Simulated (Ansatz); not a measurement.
`F[SiH2]SS` + `C[NH][GeH3]` → `C[N]([GeH3])[SiH2]F` + `SS` at 600 K and 1 bar (ligand exchange at the Si–S bond).

Isolated molecules relaxed with PBE0-D4/def2-TZVP in Ansatz; ΔE leaves out vibrations. CCSD(T)/CBS adds triple-zeta CCSD(T) − MP2 to the extrapolated MP2 energy (def2 sets, frozen cores). This one scheme is used for every species. For Ge outer-core shells are correlated without core-valence functions, which leaves a few kJ/mol of doubt a bond. Scalar relativity is left out up to krypton. Each species was taken in one conformer, which may not be the lowest.

```tsv
species	CCSD(T)/CBS energy (Eh)	H − E (kJ/mol)	S (J/(mol·K))
`F[SiH2]SS`	-1186.31147	134.3	403.9
`C[NH][GeH3]`	-2173.06430	253.9	386.3
`C[N]([GeH3])[SiH2]F`	-2562.63827	305.8	494.3
`SS`	-796.74576	76.7	289.3
```

H − E and S are ideal-gas, rigid-rotor, harmonic terms from PBE0-D4/def2-TZVP, for one conformer and one mirror image of each species. 1 Eh = 2625.50 kJ/mol, R = 8.31446 J/(mol·K).

Question: By hand: ΔE, ΔH, ΔS and ΔG.

Answer: ΔE = (-2562.63827) + (-796.74576) − (-1186.31147) − (-2173.06430) = -0.00826 Eh = -21.7 kJ/mol. Δ(H − E) = 305.8 + 76.7 − 134.3 − 253.9 = -5.7, so ΔH = -27.4 kJ/mol. ΔS = 494.3 + 289.3 − 403.9 − 386.3 = -6.6 J/(mol·K). ΔG = -27.4 − 600 × (-6.6)/1000 = -23.4 kJ/mol.

Question: By hand: the equilibrium constant, and the temperature at which ΔG would vanish if ΔH and ΔS stayed fixed.

Answer: log₁₀ K = −ΔG/(RT ln 10) = 2.0. ΔG = 0 at ΔH/ΔS = 4152 K, far beyond where these terms or the molecules hold.

The number of gas molecules stays the same, so ΔS is small and ΔH decides. A doubt of 5 kJ/mol in ΔE shifts log₁₀ K by 0.4 here. Other conformers and mirror images would add mixing entropy, several J/(mol·K) or more a flexible species. Modes under 60 cm⁻¹, often nearly free rotors, make the harmonic entropy too high. These are equilibria of isolated gas molecules and say nothing of rates. Largest T1 diagnostic: 0.012 (customary marks: 0.02 for closed shells, 0.045 for open ones).
